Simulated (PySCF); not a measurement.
## Structure from 2D NMR

Compound of formula C7H9N. Correlations simulated from computed shifts and couplings:

HSQC (one-bond C–H):
```
  δH     δC  ¹J(C,H) (Hz)
8.57  156.5           185
6.91  128.9           166
2.44   34.2           133
1.18   21.4           134
```

COSY cross peaks (|J| ≥ 2 Hz):
```
  δH    δH  abs. J (Hz)  bonds
8.57  6.91          5.6      3
2.44  1.18          8.6      3
```

HMBC (two and three bonds, |J| ≥ 2.5 Hz):
```
  δH                       δC [abs. J in Hz]
8.57  159.7 [6.7], 156.5 [12.6], 128.9 [9.8]
6.91    156.5 [3.8], 128.9 [5.8], 34.2 [4.8]
2.44    159.7 [5.0], 128.9 [6.1], 21.4 [4.5]
1.18                 159.7 [5.3], 34.2 [3.4]
```

Carbons without hydrogens: δ 159.7.

Gas phase, non-relativistic Hamiltonian, a single conformation, one averaged value for each set of equivalent atoms. Shielding tensors at B3LYP/pcSseg-1 (GIAO); B3LYP/pcJ-1 coupling constants (spin–dipole term only in couplings to heteroatoms); structure optimised with PBE0-D3(BJ)/def2-SVP; PySCF 2.14.0 with density-fitted response routines.

Shifts are taken against calculated references (same method and geometry level): TMS for ¹H, ¹³C.

Exchangeable hydrogens are left out of these lists, and C,H couplings along chains are those of one rotamer, so weak HMBC peaks may be missing or extra.

**Question.** Work out the connectivity.

**Answer.** `CCc1ccncc1`.

Atom-mapped SMILES (the numbers label the heavy atoms): `[CH3:1][CH2:2][c:3]1[cH:4][cH:5][n:6][cH:7][cH:8]1`; H(Xn) means a hydrogen on atom n.

δC 159.7 is C3, a substituted aromatic carbon. δC 156.5 is C5/C7, an aromatic CH next to a ring nitrogen (δH 8.57). δC 128.9 is C4/C8, an aromatic CH (δH 6.91). δC 34.2 is C2, an sp3 CH2 on an aromatic ring (δH 2.44). δC 21.4 is C1, a methyl carbon (δH 1.18). HMBC from δH 8.57 reaches the proton-free carbon C3. HMBC from δH 2.44 reaches the proton-free carbon C3. HMBC from δH 1.18 reaches the proton-free carbon C3. COSY links 8.57–6.91, 2.44–1.18.

The shifts were computed for this structure.

Unscaled 3J(H,H) at this level run about 10 % above measured values. Shifts are as computed. Against solution values, carbons near 30 ppm lie about +2 ppm off and those near 130 ppm about +6 ppm. Of 1211 compounds with measured shifts, 218 miss one by over three times the rms of a fit or turn the order of signals round; such compounds aren't used in these exercises.
